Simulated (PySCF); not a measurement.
This PySCF input asks for the NMR shieldings of `S(c1nc(C#C)pcc1)C`, C₇H₆NPS; the geometry comes from GFN2-xTB.

```python
import basis_set_exchange as bse
import numpy as np
from pyscf import gto, dft
from pyscf.prop import nmr

atoms = """
C    -2.526347   -2.572878    0.446464
C    -1.977431   -1.508521    0.343664
C    -1.358015   -0.240939    0.226569
N    -0.055768   -0.244811    0.009765
C     0.644195    0.860190   -0.119035
S     2.366841    0.666375   -0.403438
C     2.502167   -1.139784   -0.401511
C     0.133233    2.161581   -0.047600
C    -1.200278    2.395858    0.171268
P    -2.416113    1.162233    0.386825
H    -3.003317   -3.503479    0.535450
H     3.548048   -1.370765   -0.575412
H     1.878736   -1.542979   -1.192976
H     2.176120   -1.518802    0.561672
H     0.824544    2.983230   -0.171239
H    -1.544213    3.422437    0.218124
"""
names = dict.fromkeys(["C", "N", "S", "P", "H"], "pcSseg-1")
basis = {el: gto.basis.parse(bse.get_basis(n, elements=[el], fmt="nwchem")) for el, n in names.items()}
mol = gto.M(atom=atoms, basis=basis, charge=0, verbose=0)
mf = dft.RKS(mol, xc="PBE0")
mf.grids.level = 2
mf.grids.alignment = dft.numint.BLKSIZE   # the property module wants whole blocks of grid points
mf.conv_tol = 1e-9
mf.kernel()

calc = nmr.RKS(mf)   # GIAO
C = mf.mo_coeff
Co = C[:, mf.mo_occ > 0]
resp = mf.gen_response(singlet=True, hermi=2)
def vind(x):   # induced exchange potential for any number of trial vectors
    d = np.einsum("pi,xij,qj->xpq", C, 2 * x.reshape(-1, C.shape[1], Co.shape[1]), Co, optimize=True)
    return np.einsum("xpq,pi,qj->xij", resp(d - d.transpose(0, 2, 1)), C, Co, optimize=True).ravel()
mo1, _ = nmr.rhf.solve_mo1(calc, with_cphf=vind)
sigma = calc.kernel(mo1)
for i, s in enumerate(sigma):   # ppm
    w = np.linalg.eigvalsh((s + s.T) / 2)
    print("%2d %-2s iso %8.1f  s11 %8.1f  s22 %8.1f  s33 %8.1f" % (i, mol.atom_pure_symbol(i), w.mean(), *w))
```

**Question.** What are the results?

**Answer.** 
```
 0 C  iso     91.5  s11     42.1  s22     48.0  s33    184.4
 1 C  iso     96.5  s11     -6.8  s22      1.0  s33    295.4
 2 C  iso      3.8  s11   -169.4  s22     37.3  s33    143.6
 3 N  iso    -93.6  s11   -428.6  s22   -143.7  s33    291.4
 4 C  iso     17.5  s11    -47.1  s22    -28.7  s33    128.1
 5 S  iso    430.3  s11    237.9  s22    366.2  s33    686.8
 6 C  iso    166.8  s11    159.1  s22    162.9  s33    178.2
 7 C  iso     60.9  s11    -44.5  s22     53.0  s33    174.2
 8 C  iso     15.7  s11   -149.9  s22     17.3  s33    179.7
 9 P  iso    111.1  s11   -141.2  s22    -66.0  s33    540.5
10 H  iso     28.2  s11     24.2  s22     25.3  s33     34.9
11 H  iso     29.6  s11     24.5  s22     27.0  s33     37.4
12 H  iso     28.9  s11     24.3  s22     26.4  s33     36.1
13 H  iso     29.0  s11     24.3  s22     26.4  s33     36.1
14 H  iso     24.1  s11     19.7  s22     23.3  s33     29.4
15 H  iso     22.5  s11     19.9  s22     20.8  s33     26.7
```

These numbers come from an equivalent density-fitted implementation of the same equations, which agrees with the script to about 0.01 ppm for H and up to a few tenths of a ppm for heavy atoms, so last digits may differ.

**Question.** Turn these shieldings into chemical shifts. Chemical shifts δ = σref − σ; ¹³C (σref 186.93), ¹H (σref 31.72) against TMS; NH3 for ¹⁵N (σref 267.73); ³³S (σref 503.73) against CS2; ³¹P (σref 318.38) against H3PO4, all at this level.

**Answer.** Averaging equivalent atoms: C 2: 183.1; C 8: 171.2; C 4: 169.5; C 7: 126.0; C 0: 95.4; C 1: 90.4; C 6: 20.2; N 3: 361.4; S 5: 73; P 9: 207.3; H 15: 9.22; H 14: 7.59; H 10: 3.56; H 11/12/13: 2.54 ppm. Experimental scales use liquid or dissolved standards, which lie at an offset from isolated NH3 (liquid NH3: subtract about 20 ppm) and H3PO4. Unscaled 15N shifts of sp2 nitrogen come out 20 to 40 ppm too high even then.

Size and cost of the density-fitted run: 214 basis functions, 53 s wall time on 1 thread of an Intel Xeon Platinum 8488C, shared host; peak memory 0.94 GiB.
